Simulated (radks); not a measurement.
Values are calculated unless marked as measured or tabulated.
Effect of the nuclear size on the zinc ion Zn+, [Ar] 3d10 4s1. Code: a radial shooting solver on a logarithmic mesh with Libxc functionals. Model: Dirac Kohn-Sham, BLYP, spin-unpolarised, spherical densities, finite nucleus; Fermi nuclear charge, rms radius 3.9283 fm. The rms radius is varied about that value; shifts are against it.

rms radius (fm)	total energy shift (eV)	density at nucleus (e/bohr^3)	1s1/2 shift (meV)	2s1/2 shift (meV)	2p1/2 shift (meV)	3s1/2 shift (meV)
3.3233	-0.0667	2.532e+04	-28.4	-2.71	0.225	-0.402
3.7005	-0.0264	2.517e+04	-11.2	-1.07	0.089	-0.159
3.9283	0	2.509e+04	0.000	0.000	0.000	0.000
4.1286	0.0244	2.502e+04	10.4	0.992	-0.082	0.147
4.6275	0.0901	2.486e+04	38.3	3.67	-0.304	0.544

Slopes of the eigenvalues against <r^2> in GHz/fm^2, as finite differences over the two radii next to the reference (eigenvalue slopes, not the field-shift constants of lines): 1s1/2 1560, 2s1/2 149, 2p1/2 -12.3, 3s1/2 22.1.
